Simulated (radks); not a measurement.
Excited configurations of neutral thallium: one electron is placed in a higher orbital outside [Hg]. The ground configuration is [Hg] 6p1. Calculated with a radial shooting solver on a logarithmic mesh with Libxc functionals: Dirac Kohn-Sham, LDA (Slater exchange, Perdew-Wang correlation), spin-unpolarised, spherical densities, point nucleus; open shells fill j = l - 1/2 first. Excitation = E - E(ground); binding = E(ion) - E, where the ion is the core of charge +1; n* = 1/sqrt(2 binding) in atomic units, and the quantum defect is n - n*.

| outer orbital | excitation (eV) | binding (eV) | n* | quantum defect | eigenvalue (eV) | <r> (bohr) |
|---|---|---|---|---|---|---|
| 5f5/2 | 5.307 | 0.912 | 3.862 | 1.138 | -0.440 | 17.49 |
| 6d3/2 | 4.564 | 1.655 | 2.867 | 3.133 | -0.718 | 9.621 |
| 6f5/2 | 5.590 | 0.629 | 4.651 | 1.349 | -0.369 | 29.64 |
| 7s1/2 | 3.338 | 2.881 | 2.173 | 4.827 | -1.668 | 7.479 |
| 7p1/2 | 4.197 | 2.023 | 2.594 | 4.406 | -1.131 | 9.780 |
| 7d3/2 | 5.185 | 1.034 | 3.627 | 3.373 | -0.578 | 18.43 |
| 7f5/2 | 5.765 | 0.455 | 5.469 | 1.531 | -0.288 | 44.42 |

The Delta-SCF ionisation energy is 6.219 eV (NIST Atomic Spectra Database: 6.108 eV, measured). Self-interaction in the functional shifts the binding energies and quantum defects, so they are the method's values and not measured ones. Spin polarisation and multiplet splitting are left out, so open shells lie too high by an amount that depends on their filling.

Beside tabulated values, note that spin-unpolarised runs miss the spin-polarisation part of the exchange energy of open shells.
